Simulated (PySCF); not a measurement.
**Copper: a sound run and one with changed settings**

Sound run: Cu⁺ [Ar] 3d10, Cu²⁺ [Ar] 3d9. All numbers are calculated (PySCF 2.14, the non-relativistic Hamiltonian (point nucleus), in 6-31G* (5s4p2d1f, 34 functions)). In the sound run the correlated levels freeze [Ar]. The sound run starts from symmetry-adapted Hartree-Fock orbitals and uses a fine grid where one is needed.

Changed run: basis STO-3G. This setting is unsound on purpose.

| species | method | sound run (hartree) | changed run (hartree) | converged |
| --- | --- | --- | --- | --- |
| Cu⁺ | UHF | -1638.35038 | -1618.43525 | yes |
| Cu⁺ | TPSS | -1639.83193 | -1619.54991 | yes |
| Cu⁺ | B3LYP | -1639.85809 | -1619.53370 | yes |
| Cu⁺ | MP2 | -1638.59222 | -1618.43406 | yes |
| Cu²⁺ | UHF | -1637.78888 | -1619.11464 | yes |
| Cu²⁺ | TPSS | -1639.19109 | -1620.16531 | yes |
| Cu²⁺ | B3LYP | -1639.21105 | -1620.14525 | yes |
| Cu²⁺ | MP2 | -1637.95171 | -1619.11687 | yes |

Ionisation energy of Cu⁺:

```json
{"method": "UHF", "sound run (eV)": "15.279", "changed run (eV)": "-18.487"}
{"method": "TPSS", "sound run (eV)": "17.438", "changed run (eV)": "-16.746"}
{"method": "B3LYP", "sound run (eV)": "17.607", "changed run (eV)": "-16.641"}
{"method": "MP2", "sound run (eV)": "17.429", "changed run (eV)": "-18.580"}
{"method": "SCS-MP2", "sound run (eV)": "17.178", "changed run (eV)": "-18.578"}
```

A minimal basis cannot let orbitals breathe on ionisation and holds almost no correlation. A negative ionisation energy or a positive MP2 energy shows that the occupation asked for is not the lowest one in this basis.

For comparison, NIST gives 20.292 eV between the lowest levels.
